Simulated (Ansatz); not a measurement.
Consider the ligand exchange at the Si–C bond: `CC[SiH](O)O` + `N[SiH2]F` → `O[SiH](O)N[SiH2]F` + `CC`.

Isolated molecules relaxed with PBE0-D4/def2-TZVP in Ansatz; ΔE leaves out vibrations. CCSD(T)/CBS adds triple-zeta CCSD(T) − MP2 to the extrapolated MP2 energy (def2 sets, frozen cores). This one scheme is used for every species. DFT in def2-TZVPP. B3LYP here is the variant with VWN-RPA as its local correlation; programs differ in this. One conformer a species, not always the lowest.

```csv
level,ΔE (kJ/mol),difference from CCSD(T)/CBS
PBE-D4,-73.4,7.7
r2SCAN-D4,-81.6,-0.5
PBE0-D4,-76.8,4.3
B3LYP-D4,-82.1,-1.0
ωB97X-V,-79.1,2.0
ωB97M-V,-79.7,1.4
PBE,-71.4,9.7
B3LYP,-78.7,2.4
HF/def2-TZVPP,-88.8,-7.7
SCS-MP2/def2-TZVPP,-83.1,-2.0
CCSD/def2-TZVPP,-82.3,-1.2
CCSD(T)/def2-TZVPP,-81.8,-0.7
HF/def2-QZVPP,-89.5,-8.4
MP2/def2-QZVPP,-81.8,-0.7
MP2/CBS(def2),-81.3,-0.2
CCSD/CBS(def2),-81.6,-0.5
CCSD(T)/CBS,-81.1,0
```

Largest T1 diagnostic among the species: 0.012.

The D4 term adds −3.4 kJ/mol with B3LYP and −1.8 kJ/mol with PBE0; it sums over pairs of atoms, weighted by their polarisabilities, and B3LYP, whose exchange is more repulsive, gets the larger term. From PBE to PBE0 (25 % exact exchange), in def2-TZVPP and without D4, ΔE moves by −3.6 kJ/mol. In def2-TZVPP, CCSD(T) changes the Hartree–Fock value by +7.1 kJ/mol (the triples alone add +0.5 kJ/mol) and MP2 by +6.8 kJ/mol.
